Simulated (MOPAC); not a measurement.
Input for MOPAC: AM1 on BrGeH3 (SMILES [GeH3][Br]), a point of a bond scan (R = 2.069 Å).

```
AM1 1SCF PRECISE CHARGE=0 THREADS=1
BrGeH3

Ge    -1.14560058 1     0.04679150 1     0.00463248 1
Br     1.18424243 1    -0.04836981 1    -0.00478874 1
H     -1.67795541 1     1.98678232 1    -0.47965135 1
H     -1.60695799 1    -0.33231658 1     1.41625220 1
H     -1.64237120 1    -0.95588990 1    -1.04278950 1
```

The log:

```
*******************************************************************************
 **                                                                           **
 **                              MOPAC v23.2.5                                **
 **                                                                           **
 *******************************************************************************
 ** MOPAC's Digital Object Identifier: https://doi.org/10.5281/zenodo.6511958 **
 **                                                                           **
 ** Please cite the open-source release paper for use of this MOPAC version:  **
 ** J. E. Moussa and J. J. P. Stewart (2026)                                  **
 ** MOPAC: An open-source semiempirical molecular orbital program             **
 ** J. Open Source Softw., 11(119), 8025, https://doi.org/10.21105/joss.08025 **
 *******************************************************************************

                              AM1 CALCULATION RESULTS

 *******************************************************************************
 *  AM1        - The AM1 Hamiltonian to be used
 *
 *
 *
 *                 CHARGE ON SYSTEM = 0
 *
 *
 *
 *  PRECISE    - TIGHTER CRITERIA TO BE USED
 *  1SCF       - DO 1 SCF AND THEN STOP
 *  THREADS=1  - MULTI-THREADING NOT USED
 *  T=         - A TIME OF 172800.0 SECONDS REQUESTED
 *  DUMP=N     - RESTART FILE WRITTEN EVERY 7200.0 SECONDS REQUESTED
 *******************************************************************************
AM1 1SCF PRECISE CHARGE=0 THREADS=1
 BrGeH3

   ATOM   CHEMICAL          X               Y               Z
  NUMBER   SYMBOL      (ANGSTROMS)     (ANGSTROMS)     (ANGSTROMS)

     1      Ge         -1.14560058  *   0.04679150  *   0.00463248  *
     2      Br          1.18424243  *  -0.04836981  *  -0.00478874  *
     3       H         -1.67795541  *   1.98678232  *  -0.47965135  *
     4       H         -1.60695799  *  -0.33231658  *   1.41625220  *
     5       H         -1.64237120  *  -0.95588990  *  -1.04278950  *



          CARTESIAN COORDINATES

    NO.       ATOM           X           Y           Z

     1        Ge         -1.1456      0.0468      0.0046
     2        Br          1.1842     -0.0484     -0.0048
     3         H         -1.6780      1.9868     -0.4797
     4         H         -1.6070     -0.3323      1.4163
     5         H         -1.6424     -0.9559     -1.0428

  H: (AM1): M.J.S. DEWAR ET AL, J. AM. CHEM. SOC. 107 3902-3909 (1985)
 Ge: (AM1): M.J.S.Dewar and C.Jie, Organometallics, 8, 1544, (1989)
 Br: (AM1): M.J.S. DEWAR AND E. G. ZOEBISCH, THEOCHEM, 180, 1 (1988).

           Empirical Formula: H3 Ge Br  =     5 atoms



      MOLECULAR POINT GROUP   :   Cs


      RHF CALCULATION, NO. OF DOUBLY OCCUPIED LEVELS = 7


 -------------------------------------------------------------------------------
 AM1 1SCF PRECISE CHARGE=0 THREADS=1
 BrGeH3



     1SCF WAS SPECIFIED, SO BFGS WAS NOT USED
     SCF FIELD WAS ACHIEVED


                              AM1 CALCULATION
                                                       MOPAC v23.2.5 Linux




          FINAL HEAT OF FORMATION =         28.90959 KCAL/MOL =     120.95771 KJ/MOL


          COSMO AREA              =        106.29 SQUARE ANGSTROMS
          COSMO VOLUME            =         93.83 CUBIC ANGSTROMS

          IONIZATION POTENTIAL    =         10.357273 EV
          HOMO LUMO ENERGIES (EV) =        -10.357 -1.331
          NO. OF FILLED LEVELS    =          7
          MOLECULAR WEIGHT        =        155.5177         POINT GROUP:  Cs

          MOLECULAR DIMENSIONS (Angstroms)

            Atom       Atom       Distance
            H     3   Br     2     3.54394
            H     4    H     5     2.53712
            H     4    H     3     2.16068


          SCF CALCULATIONS        =          1





   ATOM   CHEMICAL          X               Y               Z
  NUMBER   SYMBOL      (ANGSTROMS)     (ANGSTROMS)     (ANGSTROMS)

     1      Ge         -1.14560058  *   0.04679150  *   0.00463248  *
     2      Br          1.18424243  *  -0.04836981  *  -0.00478874  *
     3       H         -1.67795541  *   1.98678232  *  -0.47965135  *
     4       H         -1.60695799  *  -0.33231658  *   1.41625220  *
     5       H         -1.64237120  *  -0.95588990  *  -1.04278950  *

                             CARTESIAN COORDINATES

   1   Ge       -1.145600580     0.046791500     0.004632480
   2   Br        1.184242430    -0.048369810    -0.004788740
   3    H       -1.677955410     1.986782320    -0.479651350
   4    H       -1.606957990    -0.332316580     1.416252200
   5    H       -1.642371200    -0.955889900    -1.042789500


           Empirical Formula: H3 Ge Br  =     5 atoms



      MOLECULAR POINT GROUP   :   Cs


                  EIGENVALUES
 -30.47785 -15.33715 -12.52363 -12.28947 -11.57760 -10.69825 -10.35727  -1.33064
  -0.77392   0.35626   1.91094


              NET ATOMIC CHARGES AND DIPOLE CONTRIBUTIONS

  ATOM NO.   TYPE          CHARGE      No. of ELECS.   s-Pop       p-Pop
    1         Ge           0.092228        3.9078     0.96863     2.93914
    2         Br          -0.200657        7.2007     1.96876     5.23190
    3          H           0.092570        0.9074     0.90743
    4          H           0.007929        0.9921     0.99207
    5          H           0.007930        0.9921     0.99207
 DIPOLE           X         Y         Z       TOTAL
 POINT-CHG.    -2.519     0.902    -0.192     2.682
 HYBRID        -0.007    -0.319     0.081     0.329
 SUM           -2.526     0.583    -0.112     2.595


          ATOMIC ORBITAL ELECTRON POPULATIONS

     Atom    s        px        py        pz
    1 Ge   0.96863   0.83408   1.06781   1.03725
    2 Br   1.96876   1.24599   1.99094   1.99497
    3  H   0.90743
    4  H   0.99207
    5  H   0.99207

 **********************
 *                    *
 * JOB ENDED NORMALLY *
 *                    *
 **********************




 == MOPAC DONE ==
```

The run finished.

Cost: around 0.020 core-seconds (rough).
